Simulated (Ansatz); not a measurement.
Basis-set extrapolation for `CC(=O)c1ccccc1` (PBE0-D4/def2-TZVP geometry, frozen core, Ansatz). Multiplicity 1, RHF reference.

```tsv
	def2-TZVPP	def2-QZVPP
HF	-382.617011	-382.633199
MP2 correlation	-1.494684	-1.593265
CCSD(T) correlation	-1.604612	not run
```

Energies in hartree. Use E(X) = E(∞) + A·exp(−7.88·√X) for Hartree–Fock and E(X) = E(∞) + B·X^(−2.97) for correlation, with X = 3 and 4, and add CCSD(T) minus MP2 of the smaller set to the MP2 limit.

Problem. What is the CCSD(T) energy at the basis-set limit?

Solution. HF limit: -382.633199 + (-0.016188) × 0.13774 = -382.63543. MP2 limit: -1.593265 + (-0.098581) × 0.74074 = -1.66629. Higher-order term: -1.604612 − (-1.494684) = -0.10993. Total: -384.41165 hartree, 498.9 kJ/mol below CCSD(T)/def2-TZVPP.
